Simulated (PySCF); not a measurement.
C₂HF₃N, charge +1, singlet, at a GFN2-xTB geometry. Base run: PBE/6-31G run with PySCF.

Input for PySCF:
```python
from pyscf import gto, scf, dft, solvent

mol = gto.M(
    atom='''
C    -0.003579   -0.003884   -0.437017
C     0.008959    0.009723    1.094095
F     0.003499    1.239912   -0.856209
F     1.068177   -0.640323   -0.848217
F    -1.092436   -0.622119   -0.830686
N     0.018274    0.019832    2.231530
H     0.026637    0.028908    3.252825
''',
    basis='6-31g',
    charge=1,
    spin=0,
    verbose=4,
)

mf = dft.RKS(mol)
mf.xc = 'pbe'
mf.kernel()
```

Variants of this job, named by their change:

```csv
change,ΔE vs base (kcal/mol),HOMO-LUMO gap (eV)
base,0.000,6.07
model = C-PCM; solvent = 2-propanol,-67.4,6.98
model = IEF-PCM; solvent = 2-propanol; r_probe = 0.5,-53.02,6.62
model = IEF-PCM; solvent = 2-propanol; lebedev_order = 41,-67.3,6.97
model = COSMO; solvent = 2-propanol,-65.6,6.95
model = IEF-PCM; solvent = 2-propanol; vdw_scale = 1.0,-83.4,7.33
model = SS(V)PE; solvent = 2-propanol,-64.6,6.94
model = IEF-PCM; solvent = 2-propanol; lebedev_order = 11,-66.5,6.96
model = IEF-PCM; solvent = dimethylsulfoxide,-69.5,7.01
model = ddCOSMO; solvent = 2-propanol,-62.60,6.84
model = IEF-PCM; solvent = water,-70.2,7.02
model = IEF-PCM; solvent = 2-propanol,-67.2,6.97
```

The base is the gas phase, so ΔE is the electrostatic part of solvation at a fixed geometry, without cavity and dispersion terms.
